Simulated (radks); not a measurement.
The numbers below are computed, except where a source is named.
Problem. The mean radii <r> (bohr) of the occupied orbitals of an atom or ion are listed with their occupations. Code: a radial shooting solver on a logarithmic mesh with Libxc functionals. Model: Dirac Kohn-Sham, BLYP, spin-unpolarised, spherical densities, finite nucleus; Fermi nuclear charge, rms radius of each element as measured or else 0.836 A^(1/3) + 0.57 fm.

| orbital | occ. | <r> |
|---|---|---|
| 1s1/2 | 2 | 0.03428 |
| 2s1/2 | 2 | 0.1492 |
| 2p1/2 | 2 | 0.1270 |
| 2p3/2 | 4 | 0.1317 |
| 3s1/2 | 2 | 0.4137 |
| 3p1/2 | 2 | 0.4070 |
| 3p3/2 | 4 | 0.4174 |
| 3d3/2 | 4 | 0.3929 |
| 3d5/2 | 6 | 0.3962 |
| 4s1/2 | 2 | 0.9707 |
| 4p1/2 | 2 | 1.016 |
| 4p3/2 | 1 | 1.035 |

Name the element and its charge. Open shells, if any, fill j = l - 1/2 first.

Solution. Z = 43, technetium, charge +10: Tc10+ in [Ar] 3d10 4s2 4p3. The 1s radius gives Z: for a bare nucleus <r> = (2 gamma + 1)/(2Z) with gamma = sqrt(1 - (Z/c)^2), 0.03371 bohr for Z = 43, and screening makes it slightly larger (0.03428 here). The occupations add up to 33, and the charge is Z minus that.
